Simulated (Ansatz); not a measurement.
Ansatz (a first-principles code) job for ClF₃H₂Si₂, SMILES F[Si](F)(F)[SiH2]Cl, PBE0/def2-SVPD. Coordinates come from a B3LYP-D3(BJ)/def2-SVP optimisation. The structure was generated by enumeration, and PubChem lists no compound with its InChIKey, so it may never have been made. The values are those of a single conformer.

Ansatz 0.2 input:
```yaml
crystal:
  periodic: [false, false, false]
  atoms:
    - {symbol: Si, position_ang: [-0.05381957, -1.06888587, -0.00000000]}
    - {symbol: F, position_ang: [1.02865497, -2.26274811, 0.00000000]}
    - {symbol: F, position_ang: [-0.98543053, -1.26576317, -1.29719233]}
    - {symbol: F, position_ang: [-0.98543055, -1.26576316, 1.29719233]}
    - {symbol: Si, position_ang: [0.99991193, 1.01001238, 0.00000001]}
    - {symbol: Cl, position_ang: [-0.49640847, 2.45097377, -0.00000000]}
    - {symbol: H, position_ang: [1.83675293, 1.15307241, 1.21924797]}
    - {symbol: H, position_ang: [1.83675295, 1.15307241, -1.21924797]}
basis:
  gaussian:
    orbitals: def2-SVPD
hamiltonian:
  xc: {name: PBE0}
```

Program output:

```
WARN ansatz: RAYON_NUM_THREADS=1 ignored (pool sized by the plan → 1); use --threads N
Functional definition: PBE0
integrals: 0.11 GiB planned
1459 factors; their error is unknown
mean field: 0.92 GiB planned
mean field evaluation 1: about -36430.2489 eV, gradient 5.1e1 eV
mean field evaluation 2: about -36424.6209 eV, gradient 8.0e1 eV
mean field evaluation 4: about -36434.2146 eV, gradient 8.0e-1 eV
mean field evaluation 8: about -36434.4882 eV, gradient 1.3e-1 eV
mean field evaluation 16: about -36434.4883 eV, gradient 2.9e-5 eV
mean field -36434.48827024 eV, -1338.9427477482 hartree, gradient 2.9e-5 eV, S^2 0.000000; 0 other end points of the search recorded, 0 dependent functions left out
reference -36434.48831337 eV, -1338.9427493330 hartree; 37, 37 occupied and 123, 123 virtual orbitals, 1459 factors
Total energy: -36434.48831337 eV, -1338.9427493330 hartree
```

The run converged.

Cost: very roughly 9 core-seconds.
